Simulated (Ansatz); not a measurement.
Mulliken charges of CH$_{4}$BISi (`I[SiH]1BC1`) from PBE/def2-TZVPP in Ansatz (PBE0-D4/def2-TZVP geometry).

```json
{"atom": "I1", "x (Å)": "-1.725", "y (Å)": "-2.503", "z (Å)": "0.399", "charge (e)": "-0.111"}
{"atom": "Si2", "x (Å)": "-0.844", "y (Å)": "-0.240", "z (Å)": "0.521", "charge (e)": "0.082"}
{"atom": "B3", "x (Å)": "-0.195", "y (Å)": "0.708", "z (Å)": "-0.982", "charge (e)": "0.008"}
{"atom": "C4", "x (Å)": "0.982", "y (Å)": "0.389", "z (Å)": "-0.141", "charge (e)": "-0.235"}
{"atom": "H5", "x (Å)": "-0.804", "y (Å)": "0.156", "z (Å)": "1.944", "charge (e)": "-0.023"}
{"atom": "H6", "x (Å)": "-0.357", "y (Å)": "0.716", "z (Å)": "-2.156", "charge (e)": "0.031"}
{"atom": "H7", "x (Å)": "1.926", "y (Å)": "0.025", "z (Å)": "-0.545", "charge (e)": "0.105"}
{"atom": "H8", "x (Å)": "1.108", "y (Å)": "0.692", "z (Å)": "0.904", "charge (e)": "0.144"}
```

By hand: the dipole of these point charges (1 e Å = 4.8032 D).

Σ q r = (0.259, 0.293, -0.015) e Å, of length 0.391 e Å = 1.88 D.

How does the dipole of the full density compare? (Best estimate.)

Computed: (0.177, 0.075, 0.167) e Å, 1.22 D; the point charges give 1.54 times that, at 49° from its direction.

Point charges leave out the atoms' own dipoles, such as those of lone pairs, and Mulliken's split depends on the basis, so the two needn't agree.
